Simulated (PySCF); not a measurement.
InClBr2, SMILES [Br][In]([Cl])[Br].

Geometry: PBE-D3(BJ)/def2-SVP. The structure was generated by enumeration; whether it is a known compound was not checked. The def2 effective core potentials stand for the cores of In; spin–orbit coupling is left out.

Calculation: PBE-D3(BJ)/def2-SVP run with PySCF.

Frequencies are harmonic and unscaled.

| mode | ν (cm⁻¹) | IR (km/mol) | moving atoms (share of kinetic energy) |
|---|---|---|---|
| 1 | 61 | 2.5 | Br 69 %, In 24 % |
| 2 | 79 | 5.5 | Cl 66 %, Br 24 %, In 10 % |
| 3 | 79 | 6.2 | In 59 %, Cl 22 %, Br 18 % |
| 4 | 218 | 3.6 | Br 78 %, In 12 %, Cl 10 % |
| 5 | 277 | 42.5 | In 51 %, Br 49 % |
| 6 | 367 | 44.5 | Cl 71 %, In 28 % |
